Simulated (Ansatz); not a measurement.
Question: Predict a relaxed structure of Si(SiH3)4 (Si5H12), charge 0, singlet, at r2SCAN-D4/def2-SVP (Ansatz).

Answer: 
| atom | x (Å) | y (Å) | z (Å) |
| --- | --- | --- | --- |
| Si1 | 0.0002 | -0.0005 | 0.0005 |
| Si2 | 0.8648 | 2.0319 | 0.7925 |
| Si3 | 0.9441 | -0.4892 | -2.0914 |
| Si4 | -2.3300 | 0.1722 | -0.2145 |
| Si5 | 0.5218 | -1.7155 | 1.5143 |
| H6 | 2.3531 | 1.9494 | 0.9117 |
| H7 | 0.2918 | 2.3470 | 2.1373 |
| H8 | 0.5191 | 3.1411 | -0.1489 |
| H9 | 0.3861 | -1.7703 | -2.6233 |
| H10 | 2.4281 | -0.6261 | -1.9700 |
| H11 | 0.6417 | 0.6058 | -3.0637 |
| H12 | -2.9474 | 0.5075 | 1.1053 |
| H13 | -2.9029 | -1.1219 | -0.6968 |
| H14 | -2.6799 | 1.2461 | -1.1942 |
| H15 | 2.0039 | -1.8212 | 1.6832 |
| H16 | 0.0006 | -3.0237 | 1.0110 |
| H17 | -0.0951 | -1.4328 | 2.8469 |
 This is one stationary point.
